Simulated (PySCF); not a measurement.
CBr₃, SMILES Br[C](Br)Br (connectivity only; charge and spin as stated), charge +1, multiplicity 1.

The structure is a stationary point at TPSSh-D3(BJ)/def2-SVP. The multiplicity is an assumed one; no other spin state was optimised. The isomer is the one that the SMILES or the coordinates give; other isomers of the formula were not compared.

These are TPSSh-D3(BJ)/def2-SVP (PySCF) values and carry that method's errors.

Frequencies are harmonic and unscaled.

Modes within 1.5 cm⁻¹ of each other (mostly degenerate sets) share a row, with their intensities summed.

```csv
mode,ν (cm⁻¹),IR (km/mol),moving atoms (share of kinetic energy)
1–2,180,0.1,Br 97 %
3,321,0.0,Br 100 %
4,433,2.5,C 95 %
5–6,885,444.5,C 92 %
```
